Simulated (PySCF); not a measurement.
C₃H₈OSeSi.
Atom-mapped SMILES: `[SiH3:1][O:2][C@@H:3]1[CH2:4][CH2:5][Se:6]1` (hydrogens: H7, H8, H9 on Si1; H10 on C3; H11, H12 on C4; H13, H14 on C5)

Method: PySCF, PBE0-D3(BJ)/def2-SVP geometry optimisation, gas phase; density fitting, grid level 1; the optimiser is geomeTRIC in internal coordinates, started from a GFN2-xTB structure with every atom displaced at random (about 0.01 Å).

Step 1: E = -78484.5665 eV
```
atom  x, y, z in Å  |  force x, y, z in eV/Å
Si1     2.5442   -0.0748   -0.1485   -0.025  -0.153  -0.050
O2      0.9394    0.0951    0.3010    0.136  -0.013   0.114
C3     -0.1232    0.3619   -0.5217   -0.274   0.039   0.071
C4     -1.4856    0.2139    0.1669    0.270  -0.019  -0.145
C5     -2.2849   -0.3957   -0.9852   -0.022  -0.039   0.038
Se6    -0.6501   -1.0012   -1.9108    0.001  -0.018  -0.015
H7      2.6705   -1.1921   -1.1386   -0.010   0.080   0.015
H8      3.2983   -0.4056    1.0912   -0.058   0.043  -0.015
H9      3.0665    1.1868   -0.7538   -0.013   0.026  -0.015
H10    -0.0079    1.3326   -1.0386    0.042  -0.033  -0.001
H11    -1.8812    1.1454    0.5982   -0.067   0.056   0.033
H12    -1.3526   -0.5185    0.9760   -0.006  -0.008   0.009
H13    -2.9743   -1.2085   -0.7174    0.028   0.025  -0.011
H14    -2.8169    0.3463   -1.5953   -0.002   0.014  -0.029
```

Step 2: E = -78484.5713 eV
```
atom  x, y, z in Å  |  force x, y, z in eV/Å
Si1     2.5367   -0.0789   -0.1540    0.015  -0.026  -0.031
O2      0.9405    0.0891    0.3189    0.011  -0.023   0.119
C3     -0.1210    0.3577   -0.5066   -0.086   0.031  -0.023
C4     -1.4839    0.2172    0.1686    0.093   0.017  -0.048
C5     -2.2760   -0.3951   -0.9875   -0.026   0.000   0.016
Se6    -0.6373   -1.0104   -1.8966    0.014  -0.021  -0.019
H7      2.6535   -1.1822   -1.1553   -0.005   0.018  -0.010
H8      3.2982   -0.4066    1.0789   -0.007   0.012   0.003
H9      3.0414    1.1918   -0.7585   -0.001   0.003  -0.010
H10     0.0072    1.3231   -1.0288    0.009  -0.003  -0.009
H11    -1.8870    1.1517    0.5933   -0.013  -0.009   0.006
H12    -1.3611   -0.5128    0.9818   -0.011   0.000   0.004
H13    -2.9691   -1.2043   -0.7227   -0.001   0.002   0.002
H14    -2.7998    0.3454   -1.6079    0.006   0.001   0.000
```

Problem. Estimate the geometry and energy of step 3. (The exact step hangs on the optimiser's Hessian estimate; all steps are aligned on step 2, rigid shifts and turns removed.)

Solution. E = -78484.5730 eV, largest force 0.089 eV/Å
```
atom  x, y, z in Å  |  force x, y, z in eV/Å
Si1     2.5297   -0.0801   -0.1563    0.032   0.034  -0.022
O2      0.9397    0.0825    0.3396   -0.050  -0.016   0.072
C3     -0.1175    0.3527   -0.4941    0.039   0.007  -0.055
C4     -1.4827    0.2201    0.1686   -0.027   0.007   0.010
C5     -2.2692   -0.3948   -0.9900   -0.006   0.006   0.001
Se6    -0.6251   -1.0225   -1.8833    0.000  -0.002   0.000
H7      2.6341   -1.1697   -1.1719   -0.002  -0.013  -0.009
H8      3.3062   -0.4093    1.0658    0.010  -0.005   0.003
H9      3.0188    1.1977   -0.7606    0.002  -0.006  -0.001
H10     0.0214    1.3137   -1.0217   -0.005   0.002  -0.005
H11    -1.8899    1.1564    0.5864    0.008  -0.011   0.002
H12    -1.3716   -0.5071    0.9863   -0.001   0.003   0.000
H13    -2.9680   -1.1991   -0.7264   -0.005  -0.003   0.003
H14    -2.7836    0.3452   -1.6188    0.005  -0.003   0.002
```

The energy changes by -0.0017 eV. The first-order estimate −F·Δx gives -0.0027 eV and the mean of the old and new forces, exact on a quadratic surface, -0.0017 eV. The step makes an angle of 77° with the force vector and moves no atom by more than 0.028 Å.

The cost below is that of the whole optimisation. Hardware: Arm Neoverse V2, one thread (shared host). Cost: 60 s wall, 0.57 GiB resident at most.
